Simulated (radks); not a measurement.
The numbers below are computed, except where a source is named.
Q: The praseodymium ion Pr+, configuration [Xe] 4f3 6s0.75 5f0.25 (fractional occupations, a model configuration). Code: a radial shooting solver on a logarithmic mesh with Libxc functionals. Model: Dirac Kohn-Sham, LDA (Slater exchange, Perdew-Wang correlation), spin-unpolarised, spherical densities, finite nucleus; open shells are shared between the two j in proportion to 2j + 1; Fermi nuclear charge, rms radius 4.8919 fm. Some entries of the table are withheld. Estimate them.

orbital,occ.,eigenvalue (eV),<r^2> (bohr^2),<1/r> (bohr^-1)
1s1/2,2,-41739.05,0.0007908,64.63
2s1/2,2,-6718.847,0.01249,15.27
2p1/2,2,-6353.620,0.009138,15.26
2p3/2,4,-5871.992,0.01039,13.77
3s1/2,2,-1454.294,0.08489,5.518
3p1/2,2,-1298.524,(1),5.436
3p3/2,4,-1203.152,(2),5.062
3d3/2,4,-930.1557,0.07102,(3)
3d5/2,6,-909.5758,0.07313,(4)
4s1/2,2,-294.0440,0.4382,2.293
4p1/2,2,-235.7506,0.4670,2.189
4p3/2,4,-215.0849,0.5089,2.063
4d3/2,4,(5),0.6058,1.842
4d5/2,6,(6),0.6228,1.810
5s1/2,2,-45.9504,2.551,0.8841
5p1/2,2,-30.3611,3.282,0.7750
5p3/2,4,-27.5149,3.638,0.7303
6s1/2,0.75,-8.9093,17.77,0.3183
5d3/2,0,-8.4505,9.328,(7)
4f5/2,1.28571,(8),1.851,1.198
5d5/2,0,-8.2424,9.687,(9)
4f7/2,1.71429,(10),1.924,1.183
6p1/2,0,-6.0494,26.89,0.2581
6p3/2,0,-5.7397,29.32,0.2468
5f5/2,0.107143,-1.8061,124.0,(11)
5f7/2,0.142857,-1.8041,124.5,(12)

A: 
(1) 3p1/2 <r^2> (bohr^2): 0.07976
(2) 3p3/2 <r^2> (bohr^2): 0.08723
(3) 3d3/2 <1/r> (bohr^-1): 4.933
(4) 3d5/2 <1/r> (bohr^-1): 4.838
(5) 4d3/2 eigenvalue (eV): -119.1828
(6) 4d5/2 eigenvalue (eV): -115.5601
(7) 5d3/2 <1/r> (bohr^-1): 0.4608
(8) 4f5/2 eigenvalue (eV): -8.4061
(9) 5d5/2 <1/r> (bohr^-1): 0.4514
(10) 4f7/2 eigenvalue (eV): -8.0599
(11) 5f5/2 <1/r> (bohr^-1): 0.1130
(12) 5f7/2 <1/r> (bohr^-1): 0.1131
